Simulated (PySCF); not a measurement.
In(Cl)2(SiH3) (Cl2H3InSi), SMILES [SiH3][In]([Cl])[Cl].

The structure is a stationary point at B3LYP-D3(BJ)/def2-SVP. The structure was generated by enumeration; whether it is a known compound was not checked. The def2 effective core potentials stand for the cores of In; spin–orbit coupling is left out.

Two levels are set side by side: TDDFT-PBE/def2-SVPD (PySCF) and TDDFT-LC-ωPBE/def2-SVPD (PySCF). Vertical, same geometry. The lowest singlet is HOMO→LUMO+1 78 %, HOMO→LUMO 19 % with PBE and HOMO→LUMO 96 % with the other functional; states are paired by order. Differences are taken from unrounded values.

```tsv
quantity	TDDFT-LC-ωPBE	TDDFT-PBE	TDDFT-PBE minus TDDFT-LC-ωPBE
lowest singlet excitation (eV)	5.51	4.42	-1.09
lowest triplet excitation (TDA) (eV)	4.73	4.03	-0.70
first bright state (f over 0.05) (eV)	6.19	4.63	-1.56
its oscillator strength	0.45	0.09	-0.36
```

A lower first singlet is the usual sign of a functional without exact exchange. Differences between two approximate levels are no errors against the true value.

Rough cost on one machine, each run with all the roots and properties that it gave: TDDFT-LC-ωPBE against TDDFT-PBE about 5 times.
